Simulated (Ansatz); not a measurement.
Cost and result for the atomization energy of F2H3O2Si2 (`O[SiH][Si](O)(F)F`) radical (9 atoms, 8 bonds).

Cartesian coordinates in Å:
```
O -0.879 -2.005 1.238
Si -0.212 -0.501 1.383
Si 0.180 0.486 -0.691
O 0.442 2.071 -0.469
F 1.363 -0.110 -1.578
F -1.126 0.236 -1.573
H -1.629 -2.095 0.646
H 1.012 -0.672 2.209
H 0.849 2.590 -1.166
```

Charge 0, multiplicity 2. The structure was optimised at the PBE0-D4/def2-TZVP level. It is one conformer, not always the lowest. Program: Ansatz. Hardware: A = 2 threads of an AMD EPYC 7R13 on a shared host; B = 2 threads of an AMD EPYC 7R13 on a shared host and a share of an NVIDIA H100 80 GB. Times are those of one run each, without the atoms' runs, and a repeat can differ threefold. Electronic energies, without spin–orbit coupling; frozen cores. CCSD(T)/CBS adds CCSD(T) − MP2 in def2-TZVPP to the MP2 limit, and its time is that of the two runs behind it. T1 = 0.014; ⟨S²⟩ of the reference is 0.76. B3LYP takes the VWN-RPA correlation (the form of Gaussian; ORCA's B3LYP/G).

CCSD(T)/CBS is a level of theory with its own doubt, some kJ/mol a heavy atom from the limit and from the frozen cores, so smaller differences don't rank the functionals.

```csv
level,functions,wall time
PBE-D4/def2-TZVPP (with forces) [A],250,6.5 s
MP2/def2-QZVPP [B],458,7 s
PBE0-D4/def2-TZVPP [A],250,9 s
B3LYP-D4/def2-TZVPP (with forces) [A],250,11 s
r2SCAN-D4/def2-TZVPP (with forces) [A],250,12 s
B2PLYP/def2-TZVPP [A],250,13 s
CCSD(T)/def2-TZVPP [B],250,17 s
ωB97X-V/def2-TZVPP [A],250,21 s
CCSD(T)/CBS(def2),–,24 s
ωB97M-V/def2-TZVPP (with forces) [A],250,27 s
```

What atomization energy does each give, and how far from CCSD(T)/CBS? (An estimate is asked.)

Ansatz gave: 
```
                                 level  atomization (kJ/mol)  difference from CCSD(T)/CBS  per bond
   PBE-D4/def2-TZVPP (with forces) [A]                3568.5                         30.0       3.7
                    MP2/def2-QZVPP [B]                3621.3                         82.8      10.4
                PBE0-D4/def2-TZVPP [A]                3469.8                        -68.7      -8.6
 B3LYP-D4/def2-TZVPP (with forces) [A]                3490.2                        -48.3      -6.0
r2SCAN-D4/def2-TZVPP (with forces) [A]                3535.7                         -2.8      -0.4
                 B2PLYP/def2-TZVPP [A]                3471.2                        -67.3      -8.4
                CCSD(T)/def2-TZVPP [B]                3414.4                       -124.1     -15.5
                ωB97X-V/def2-TZVPP [A]                3525.4                        -13.1      -1.6
                     CCSD(T)/CBS(def2)                3538.5                          0.0       0.0
  ωB97M-V/def2-TZVPP (with forces) [A]                3516.1                        -22.4      -2.8
```

In def2-TZVPP, CCSD(T) changes the Hartree–Fock value by +902.1 kJ/mol (the triples alone add +58.1 kJ/mol) and MP2 by +1032.7 kJ/mol; breaking electron pairs costs correlation energy, which Hartree–Fock lacks. From PBE to PBE0 (25 % exact exchange), in def2-TZVPP and without D4, the atomization energy moves by −95.4 kJ/mol: exact exchange takes away binding that semilocal exchange gives to molecules. The D4 term adds +35.6 kJ/mol with B3LYP and +18.6 kJ/mol with PBE0; it sums over pairs of atoms, weighted by their polarisabilities, and B3LYP, whose exchange is more repulsive, gets the larger term.
